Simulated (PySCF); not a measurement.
# Two-component Hartree-Fock for Ir⁺ (iridium, charge +1)

Start: [Xe] 4f14 5d7 6s1; 5d3/2 filled at m_j = -3/2, -1/2, +1/2, +3/2; 5d5/2 filled at m_j = +1/2, +3/2, +5/2; 6s1/2 filled at m_j = +1/2. Calculated with PySCF 2.14 in x2c-TZVPall-2c (11s11p10d2f, 108 functions): generalised Hartree-Fock with the X2C-1e Hamiltonian and a Gaussian nucleus; one run each with spin-orbit coupling (SO) switched off, then screened by Boettger's factors.

```json
{"spinor shell": "1s1/2", "electrons": "2", "ε, spin-free (eV)": "-76543.1", "ε, screened SO (eV)": "-76516.0", "weight of nominal j (screened SO)": "1.000", "rms radius, screened SO (bohr)": "0.0197"}
{"spinor shell": "2s1/2", "electrons": "2", "ε, spin-free (eV)": "-13545.1", "ε, screened SO (eV)": "-13536.4", "weight of nominal j (screened SO)": "1.000", "rms radius, screened SO (bohr)": "0.0795"}
{"spinor shell": "2p1/2", "electrons": "2", "ε, spin-free (eV)": "-11776.7", "ε, screened SO (eV)": "-12944.8", "weight of nominal j (screened SO)": "1.000", "rms radius, screened SO (bohr)": "0.0675"}
{"spinor shell": "2p3/2", "electrons": "4", "ε, spin-free (eV)": "-11776.7", "ε, screened SO (eV)": "-11311.5", "weight of nominal j (screened SO)": "1.000", "rms radius, screened SO (bohr)": "0.0752"}
{"spinor shell": "3s1/2", "electrons": "2", "ε, spin-free (eV)": "-3240.6", "ε, screened SO (eV)": "-3237.6", "weight of nominal j (screened SO)": "1.000", "rms radius, screened SO (bohr)": "0.203"}
{"spinor shell": "3p1/2", "electrons": "2", "ε, spin-free (eV)": "-2715.0", "ε, screened SO (eV)": "-2973.2", "weight of nominal j (screened SO)": "1.000", "rms radius, screened SO (bohr)": "0.195"}
{"spinor shell": "3p3/2", "electrons": "4", "ε, spin-free (eV)": "-2715.0", "ε, screened SO (eV)": "-2609.9", "weight of nominal j (screened SO)": "1.000", "rms radius, screened SO (bohr)": "0.210"}
{"spinor shell": "3d3/2", "electrons": "4", "ε, spin-free (eV)": "-2128.3", "ε, screened SO (eV)": "-2173.6", "weight of nominal j (screened SO)": "1.000", "rms radius, screened SO (bohr)": "0.185"}
{"spinor shell": "3d5/2", "electrons": "6", "ε, spin-free (eV)": "-2128.3", "ε, screened SO (eV)": "-2095.4", "weight of nominal j (screened SO)": "1.000", "rms radius, screened SO (bohr)": "0.189"}
{"spinor shell": "4s1/2", "electrons": "2", "ε, spin-free (eV)": "-732.91", "ε, screened SO (eV)": "-731.82", "weight of nominal j (screened SO)": "1.000", "rms radius, screened SO (bohr)": "0.450"}
{"spinor shell": "4p1/2", "electrons": "2", "ε, spin-free (eV)": "-557.52", "ε, screened SO (eV)": "-619.15", "weight of nominal j (screened SO)": "1.000", "rms radius, screened SO (bohr)": "0.456"}
{"spinor shell": "4p3/2", "electrons": "4", "ε, spin-free (eV)": "-557.52", "ε, screened SO (eV)": "-532.04", "weight of nominal j (screened SO)": "1.000", "rms radius, screened SO (bohr)": "0.490"}
{"spinor shell": "4d3/2", "electrons": "4", "ε, spin-free (eV)": "-337.49", "ε, screened SO (eV)": "-347.06", "weight of nominal j (screened SO)": "1.000", "rms radius, screened SO (bohr)": "0.507"}
{"spinor shell": "5s1/2", "electrons": "2", "ε, spin-free (eV)": "-123.68", "ε, screened SO (eV)": "-123.39", "weight of nominal j (screened SO)": "1.000", "rms radius, screened SO (bohr)": "1.05"}
{"spinor shell": "4f5/2", "electrons": "6", "ε, spin-free (eV)": "-90.878", "ε, screened SO (eV)": "-92.171", "weight of nominal j (screened SO)": "0.996", "rms radius, screened SO (bohr)": "0.586"}
{"spinor shell": "4f7/2", "electrons": "8", "ε, spin-free (eV)": "-90.878", "ε, screened SO (eV)": "-88.897", "weight of nominal j (screened SO)": "0.997", "rms radius, screened SO (bohr)": "0.587"}
{"spinor shell": "5p1/2", "electrons": "2", "ε, spin-free (eV)": "-75.463", "ε, screened SO (eV)": "-86.755", "weight of nominal j (screened SO)": "0.983", "rms radius, screened SO (bohr)": "1.16"}
{"spinor shell": "5p3/2", "electrons": "4", "ε, spin-free (eV)": "-75.463", "ε, screened SO (eV)": "-70.557", "weight of nominal j (screened SO)": "0.992", "rms radius, screened SO (bohr)": "1.25"}
{"spinor shell": "5d3/2", "electrons": "4", "ε, spin-free (eV)": "-21.471", "ε, screened SO (eV)": "-21.923", "weight of nominal j (screened SO)": "0.713", "rms radius, screened SO (bohr)": "1.77"}
{"spinor shell": "5d5/2", "electrons": "3", "ε, spin-free (eV)": "-21.471", "ε, screened SO (eV)": "-20.927", "weight of nominal j (screened SO)": "0.709", "rms radius, screened SO (bohr)": "1.80"}
{"spinor shell": "6s1/2", "electrons": "1", "ε, spin-free (eV)": "-16.657", "ε, screened SO (eV)": "-16.601", "weight of nominal j (screened SO)": "0.995", "rms radius, screened SO (bohr)": "2.95"}
```

Question: Where does 4d5/2 lie, and what is the 4d spin-orbit splitting (screened SO)?

Answer: At -330.12 eV, 16.944 eV above 4d3/2.

```tsv
quantity	spin-free	screened SO
E (hartree)	-17813.95321	-17838.76024
M_J	5	5
⟨J²⟩	30.007	30.011
⟨L²⟩	12.005	12.792
⟨S²⟩	6.003	5.842
```

Each row is a mean over spinors that exchange with the open shell spreads, by up to 7.350 eV (5p3/2).

Rows whose weight is well below 1 are mixtures of j = l ± 1/2: exchange outweighs spin-orbit coupling there, and the label is only the starting occupation.

Breit and QED terms are absent; they matter most for the inner s and p1/2 levels.

Densities and radii are taken from the X2C orbitals without a picture-change correction, which distorts them close to the nucleus.

Without spin-orbit coupling the j labels of p, d and f shells carry no meaning; the spin-free column gives the mean over the occupied spinors of each nl shell.
